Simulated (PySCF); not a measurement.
# How methods differ on the excitation energy of Sn⁺

Sn⁺ [Kr] 4d10 5s2 5p1 (2P) → Sn⁺ [Kr] 4d10 5s1 5p1 5d1 (high-spin determinant), as a difference of total energies. Calculation: PySCF 2.14, in aug-cc-pwCVTZ-PP with ECP28MDF; a scalar-relativistic core potential. Correlated levels: valence: 4s2 4p6 4d10 frozen; valence and next inner shell: nothing frozen outside the core potential. The calculations carry no spin-orbit coupling.

| method | excitation energy (eV) |
| --- | --- |
| UHF | 12.884 |
| LDA | 14.647 |
| PBE | 14.200 |
| PBE0 | 14.061 |
| r2SCAN | 14.113 |
| B3LYP | 14.421 |
| wB97X | 14.976 |
| BHandHLYP | 14.281 |
| TPSS | 14.061 |
| MP2 (valence) | 13.559 |
| SCS-MP2 (valence) | 13.848 |
| MP2 (valence and next inner shell) | 14.657 |
| SCS-MP2 (valence and next inner shell) | 14.743 |

Question: How much does correlation contribute at MP2 (valence and next inner shell)?

Answer: 14.657 − (12.884) = 1.773 eV, measured against UHF.

The promoted electron is Rydberg-like, and one or two diffuse shells describe it only roughly, which tends to raise the upper state.

The determinant of the upper state mixes LS terms, which raises its energy above the lowest term, most at the Hartree-Fock and MP2 levels.
